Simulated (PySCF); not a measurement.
## Exercise with solution: oscillator strength and radiative lifetime

TeBrI, SMILES Br[Te]I.

The structure is a stationary point at B3LYP-D3(BJ)/def2-SVP. The def2 effective core potentials stand for the cores of I, Te; spin–orbit coupling is left out.

TDDFT-M06-2X/def2-SVPD in PySCF puts the first singlet state with f over 0.02 at 5.20 eV (vertical), with the transition dipole (-0.094, -1.178, 0.000) in atomic units.

Find the oscillator strength, the wavelength and the radiative lifetime that this transition would have in vacuum if emission retraced absorption.


|μ|² = 1.3965 au, so |μ| = 3.00 D. ΔE = 5.20/27.211 = 0.1911 hartree. f = (2/3) ΔE |μ|² = 0.178 (the program prints 0.178).
λ = 1239.84/5.20 = 238 nm; ν = 41941 cm⁻¹.
Einstein's coefficient A = 0.6670 ν² f s⁻¹ (ν in cm⁻¹) = 2.1e8 s⁻¹, so τ = 1/A = 4.8 ns. This state is S9; the lower singlets have f = 0.001, 0.000, 0.004, 0.000, 0.013, 0.002, 0.004, 0.000. The figure is the radiative limit of this one transition; relaxation, internal conversion, crossing to triplets and a medium change what is measured.
